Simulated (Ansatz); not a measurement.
`Cl[SiH2][S][GeH2][Cl]` + GeH₄ → `[Cl][GeH2][GeH3]` + `S[SiH2]Cl`  (formal exchange of groups at a Ge–S bond)

Gas-phase electronic energies from Ansatz, PBE0-D4/def2-TZVP geometries. CCSD(T)/CBS adds triple-zeta CCSD(T) − MP2 to the extrapolated MP2 energy (def2 sets, frozen cores). Functionals use def2-TZVPP. B3LYP here is the variant with VWN-RPA as its local correlation; programs differ in this. For Ge outer-core shells are correlated without core-valence functions, which leaves a few kJ/mol of doubt a bond. Scalar relativity is left out up to krypton. Each species was taken in one conformer, which may not be the lowest.

`Cl[SiH2][S][GeH2][Cl]`:

```xyz
9

Cl   -0.139    1.682    1.834
Si   -1.404    0.458    0.776
S    -0.821    0.282   -1.260
Ge    1.278   -0.392   -1.024
Cl    1.356   -2.125    0.249
H    -2.748    1.072    0.744
H    -1.409   -0.851    1.459
H     2.140    0.681   -0.358
H     1.748   -0.807   -2.421
```

GeH₄:

```xyz
5

Ge    0.000    0.000    0.000
H    -0.917    1.230   -0.015
H     1.464    0.455    0.064
H    -0.225   -0.821   -1.276
H    -0.321   -0.863    1.227
```

`[Cl][GeH2][GeH3]`:

Z-matrix (Å, degrees):
```
Ge
Ge 1 2.422
Cl 1 2.167 2 106.9
H 1 1.537 2 113.6 3 -116.7
H 1 1.537 2 113.6 3 116.7
H 2 1.537 1 109.7 3 179.8
H 2 1.534 1 109.1 3 59.9
H 2 1.534 1 109.1 3 -60.2
```

`S[SiH2]Cl`:

Z-matrix (Å, degrees):
```
Si
Cl 1 2.054
S 1 2.120 2 112.9
H 1 1.478 2 108.5 3 -116.6
H 1 1.479 2 106.5 3 122.3
H 3 1.344 1 94.3 2 70.4
```

```tsv
level	ΔE (kJ/mol)	difference from CCSD(T)/CBS
ωB97M-V	26.2	0.3
B2PLYP	21.9	-4.0
B3LYP	14.4	-11.5
CCSD(T)/def2-TZVPP	25.6	-0.3
HF/def2-QZVPP	23.2	-2.7
MP2/def2-QZVPP	32.1	6.2
SCS-MP2/def2-QZVPP	30.1	4.2
HF/CBS(def2)	23.1	-2.8
MP2/CBS(def2)	32.3	6.4
CCSD/CBS(def2)	23.0	-2.9
CCSD(T)/CBS	25.9	0
```

Largest T1 diagnostic among the species: 0.012.

The D4 term adds +11.5 kJ/mol with B3LYP and +6.4 kJ/mol with PBE0; it sums over pairs of atoms, weighted by their polarisabilities, and B3LYP, whose exchange is more repulsive, gets the larger term.
